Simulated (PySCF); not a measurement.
Compound: C6H11BO.
Atom-mapped SMILES: `[CH2:1]=[CH:2][C:3](=[O:4])[CH2:5][B:6]([CH3:7])[CH3:8]` (hydrogens: H9, H10 on C1; H11 on C2; H12, H13 on C5; H14, H15, H16 on C7; H17, H18, H19 on C8)

Structure used (GFN2-xTB), in Å, numbered top down from 1:
```xyz
19
C6H11BO angstrom
C      3.188   -0.388    0.558
C      2.063   -0.004   -0.031
C      0.984   -0.972   -0.342
O      1.014   -2.121    0.040
C     -0.165   -0.395   -1.126
B     -1.226    0.228   -0.107
C     -1.552    1.767   -0.183
C     -1.912   -0.720    0.939
H      3.329   -1.425    0.819
H      3.986    0.295    0.794
H      1.889    1.025   -0.312
H      0.208    0.330   -1.848
H     -0.646   -1.218   -1.658
H     -1.796    2.081   -1.197
H     -2.365    2.078    0.467
H     -0.672    2.344    0.101
H     -2.103   -0.237    1.895
H     -1.348   -1.633    1.122
H     -2.888   -1.026    0.558
```

A PySCF run (density fitting, gas phase, GFN2-xTB geometry) gave HOMO -8.01 eV, LUMO -3.66 eV, dipole 2.65 D.

Question: Which of these levels was it?
A. KT2/6-311G**
B. WP04/cc-pVDZ
C. HSE06/6-31++G**

Answer: B. It is WP04/cc-pVDZ. All candidates on this geometry:

```json
{"level and settings": "KT2/6-311G**", "kind": "GGA", "basis functions": "210", "SCF cycles": "17", "E (Eh)": "-341.2185", "HOMO (eV)": "-5.67", "LUMO (eV)": "-2.66", "dipole (D)": "2.47"}
{"level and settings": "WP04/cc-pVDZ, grid level 3, start guess atom", "kind": "global hybrid fitted to proton shifts", "basis functions": "167", "SCF cycles": "11", "E (Eh)": "-343.6201", "HOMO (eV)": "-8.01", "LUMO (eV)": "-3.66", "dipole (D)": "2.65"}
{"level and settings": "HSE06/6-31++G**", "kind": "screened hybrid, exact exchange at short range", "basis functions": "210", "SCF cycles": "14", "E (Eh)": "-334.9665", "HOMO (eV)": "-6.75", "LUMO (eV)": "-2.19", "dipole (D)": "2.80"}
```

The nearest other candidate, by the summed differences of HOMO and LUMO, is HSE06/6-31++G**: its HOMO differs by +1.26 eV and its LUMO by +1.47 eV. Cycle counts include a coarse-grid stage where the run had one. All basis functions are spherical, in the Pople sets too. KT2 and WP04 were designed for NMR shieldings or shifts; total energies of different functionals aren't comparable.
